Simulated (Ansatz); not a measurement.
System: SrCl$_{2}$, charge 1, doublet. SrCl2+ (parent SMILES [Cl][Sr][Cl], doublet).
B3LYP-D3(BJ)/def2-TZVP minimum from Ansatz (a quantum-chemistry and plane-wave program):
```xyz
3

Sr    -0.3341    -0.8441    -0.5854
Cl     1.3492     1.1962    -0.2672
Cl    -0.6025     0.6906     1.5757
```
Charge +1, spin multiplicity 2.

Total energies in def2-TZVPP, 15 correlated electrons, 14 frozen orbitals. Open shells are spin-unrestricted; no spin-orbit coupling. Cores are frozen in correlated methods (noble-gas shells, and filled d and f shells in the p block). Past Kr the def2 sets carry scalar-relativistic core potentials. The UHF reference of Cl2Sr+ (parent SMILES [Cl][Sr][Cl], doublet) is spin-contaminated (<S^2> up to 0.03 over the pure value in the sets run). The spin of Cl2Sr+ (parent SMILES [Cl][Sr][Cl], doublet) was assumed, and the state is the lowest solution found for it.

| method | program | energy (Eh) | minus CCSDT(Q) (mEh) |
|---|---|---|---|
| HF | Ansatz | -949.24871 | 439.50 |
| MP2 | Ansatz | -949.63341 | 54.79 |
| CCSD | Ansatz | -949.66807 | 20.14 |
| CCSD(T) | Ansatz | -949.68603 | 2.18 |
| CCSDT(Q) | Ansatz | -949.68821 | 0.00 |

Rough core times of Ansatz's runs on a shared machine: CCSD(T) 90 s, CCSDT(Q) 60 min.
